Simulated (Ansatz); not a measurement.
```yaml
crystal:
  periodic: [false, false, false]
  atoms:
    - {symbol: C, position_ang: [-1.534886, -0.021423, 1.226403]}
    - {symbol: N, position_ang: [-0.313404, 0.169620, 0.474941]}
    - {symbol: C, position_ang: [0.740012, 0.712273, 1.309088]}
    - {symbol: As, position_ang: [0.275140, -1.418921, -0.375103]}
    - {symbol: Si, position_ang: [0.977741, -0.245202, -2.313556]}
    - {symbol: H, position_ang: [-1.837439, 0.935822, 1.664442]}
    - {symbol: H, position_ang: [-1.441522, -0.748913, 2.051498]}
    - {symbol: H, position_ang: [-2.336945, -0.355379, 0.565191]}
    - {symbol: H, position_ang: [1.650455, 0.862936, 0.723416]}
    - {symbol: H, position_ang: [0.427849, 1.690235, 1.689581]}
    - {symbol: H, position_ang: [0.991952, 0.077837, 2.175805]}
    - {symbol: H, position_ang: [-1.075212, -1.724725, -1.017332]}
    - {symbol: H, position_ang: [2.103619, 0.644529, -1.922813]}
    - {symbol: H, position_ang: [1.471289, -1.204767, -3.339478]}
    - {symbol: H, position_ang: [-0.120448, 0.575378, -2.882882]}
basis:
  gaussian: {orbitals: def2-TZVP}
hamiltonian: {xc: {name: revPBE0}}
output: {forces: true}
```

```sh
$ ansatz run in.yaml --threads 4 --pin off --events-out ev --progress --plain --max-ram 11315MiB
```

Shortened log:

```
Functional definition: revPBE0
1646 factors; their error is unknown
mean field evaluation 1: about -72431.4498 eV, gradient 6.0e1 eV
mean field evaluation 2: about -72415.5578 eV, gradient 1.0e2 eV
mean field evaluation 4: about -72439.6160 eV, gradient 5.8e0 eV
mean field evaluation 8: about -72439.6756 eV, gradient 6.8e-2 eV
mean field evaluation 16: about -72439.9440 eV, gradient 3.6e-4 eV
mean field -72439.94402621 eV, -2662.1188414055 hartree, gradient 6.0e-5 eV, S^2 0.000000; 0 other end points of the search recorded, 0 dependent functions left out
reference -72439.94407444 eV, -2662.1188431780 hartree; 38, 38 occupied and 200, 200 virtual orbitals, 1646 factors
Total energy: -72439.94407444 eV, -2662.1188431780 hartree
Atom 0 at    -1.534886    -0.021423     1.226403 Å, force    -0.148679    -0.013279     0.089651 eV/Å
Atom 1 at    -0.313404     0.169620     0.474941 Å, force    -0.017169     0.043248    -0.083334 eV/Å
Atom 2 at     0.740012     0.712273     1.309088 Å, force     0.122688     0.075399     0.101635 eV/Å
Atom 3 at     0.275140    -1.418921    -0.375103 Å, force     0.027957    -0.162128    -0.024234 eV/Å
Atom 4 at     0.977741    -0.245202    -2.313556 Å, force     0.038511     0.018150    -0.084191 eV/Å
Atom 5 at    -1.837439     0.935822     1.664442 Å, force    -0.018937     0.013822     0.011098 eV/Å
Atom 6 at    -1.441522    -0.748913     2.051498 Å, force    -0.019690    -0.007675     0.017789 eV/Å
Atom 7 at    -2.336945    -0.355379     0.565191 Å, force    -0.022657    -0.000440     0.000386 eV/Å
Atom 8 at     1.650455     0.862936     0.723416 Å, force     0.012798     0.009208     0.012196 eV/Å
Atom 9 at     0.427849     1.690235     1.689581 Å, force     0.005903     0.023014     0.013509 eV/Å
Atom 10 at     0.991952     0.077837     2.175805 Å, force     0.017400     0.004937     0.020738 eV/Å
Atom 11 at    -1.075212    -1.724725    -1.017332 Å, force    -0.015569    -0.022889    -0.013622 eV/Å
Atom 12 at     2.103619     0.644529    -1.922813 Å, force     0.021796     0.016017    -0.013475 eV/Å
Atom 13 at     1.471289    -1.204767    -3.339478 Å, force     0.009303    -0.014167    -0.025914 eV/Å
Atom 14 at    -0.120448     0.575378    -2.882882 Å, force    -0.013656     0.016781    -0.022232 eV/Å
Dipole moment:    -0.075401     0.037474     0.134096 e Å
```

It took 2.8 s on 4 threads of an AMD EPYC 9R45 on a shared host, with 0.81 GiB of host memory at the peak.
